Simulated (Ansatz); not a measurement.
Consider the redistribution: `[SiH3][O][AlH][Br]` + `C[CH2][Zn][F]` → `[F][Zn][CH2][SiH3]` + `C[O][AlH][Br]`.

Calculated with Ansatz (gas phase, PBE0-D4/def2-TZVP geometries, no zero-point term in ΔE). CBS: MP2 limit from def2 TZ/QZ plus the TZ coupled-cluster correction, frozen cores. Functionals use def2-TZVPP. For Br, Zn outer-core shells are correlated without core-valence functions, which leaves a few kJ/mol of doubt a bond. Scalar relativity is left out up to krypton. One conformer a species, not always the lowest.

`[SiH3][O][AlH][Br]`:

```xyz
8

Si   -0.521   -0.819    1.086
O     0.402    0.089    0.095
Al    0.861    1.020   -1.217
Br   -0.649    1.407   -2.837
H    -1.931   -0.844    0.614
H     0.006   -2.208    1.117
H    -0.478   -0.250    2.457
H     2.309    1.604   -1.316
```

`C[CH2][Zn][F]`:

Cartesian coordinates in Å:
```
C -0.594 -0.674 0.723
C -0.346 0.212 -0.494
Zn 1.444 0.910 -0.654
F 3.075 1.547 -0.803
H -0.416 -0.142 1.661
H -1.628 -1.031 0.746
H 0.051 -1.556 0.727
H -0.560 -0.335 -1.417
H -1.025 1.071 -0.488
```

`[F][Zn][CH2][SiH3]`:

Cartesian coordinates in Å:
```
F -0.573 -0.965 -3.433
Zn -0.203 -0.155 -1.923
C 0.203 0.737 -0.278
Si -0.006 -0.345 1.227
H 1.234 1.099 -0.339
H -0.450 1.612 -0.203
H -1.408 -0.837 1.321
H 0.312 0.384 2.487
H 0.890 -1.530 1.141
```

`C[O][AlH][Br]`:

Z-matrix (Å, degrees):
```
C
O 1 1.400
H 1 1.094 2 109.8
H 1 1.094 2 109.8 3 118.7
H 1 1.096 2 112.3 3 -120.6
Al 2 1.672 1 136.8 3 119.9
Br 6 2.257 2 118.8 1 0.0
H 6 1.565 2 119.7 1 -180.0
```

Task: Is it downhill or uphill in electronic energy at CCSD(T)/CBS, and by how much? (Estimate.)

Result: Ansatz gave: Uphill: ΔE = +1.47 eV.

Task: What do these levels give: PBE-D4, ωB97X-V, PBE, HF/def2-TZVPP, MP2/def2-TZVPP, SCS-MP2/def2-TZVPP, CCSD/def2-TZVPP, HF/def2-QZVPP, MP2/def2-QZVPP, HF/CBS(def2), MP2/CBS(def2), CCSD/CBS(def2)? (Best estimate.)

Result: Ansatz gave: PBE-D4 1.31, ωB97X-V 1.40, PBE 1.32, HF/def2-TZVPP 1.55, MP2/def2-TZVPP 1.50, SCS-MP2/def2-TZVPP 1.51, CCSD/def2-TZVPP 1.47, HF/def2-QZVPP 1.56, MP2/def2-QZVPP 1.52, HF/CBS(def2) 1.57, MP2/CBS(def2) 1.52, CCSD/CBS(def2) 1.49 eV.

Largest T1 diagnostic among the species: 0.015.

From PBE to PBE0 (25 % exact exchange), in def2-TZVPP and without D4, ΔE moves by +0.05 eV. In def2-TZVPP, CCSD(T) changes the Hartree–Fock value by −0.11 eV (the triples alone add −0.02 eV) and MP2 by −0.05 eV.
